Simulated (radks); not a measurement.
Task: Valence configurations of the iridium ion Ir2+ (all share [Xe]). All-electron calculation, Dirac Kohn-Sham, LDA (Slater exchange, Perdew-Wang correlation), spin-unpolarised, spherical densities, finite nucleus; open shells are shared between the two j in proportion to 2j + 1; Fermi nuclear charge, rms radius 5.4032 fm. Program: a radial shooting solver on a logarithmic mesh with Libxc functionals. Order these by energy: 4f13 5d7 6s1; 4f14 5d5 6s2; 4f12 5d8 6s1; 4f13.5 5d6 6s1 6p0.5; 4f13 5d7 6p1; 4f13 5d6 6s1 6p1; 4f13 5d8; 4f14 5d7; 4f14 5d6 6p1; 4f13.5 5d7 6p0.5.

Result: From the lowest, in eV above it: 4f14 5d7 0.000; 4f14 5d5 6s2 7.999; 4f14 5d6 6p1 11.296; 4f13.5 5d7 6p0.5 34.576; 4f13.5 5d6 6s1 6p0.5 39.344; 4f13 5d8 60.067; 4f13 5d7 6s1 64.614; 4f13 5d7 6p1 72.690; 4f13 5d6 6s1 6p1 78.930; 4f12 5d8 6s1 135.49. NIST lists [Xe] 4f14 5d7 as the ground configuration; this level of theory agrees among the configurations tried. The energies are those of spherical spin-averaged densities, not of single terms.
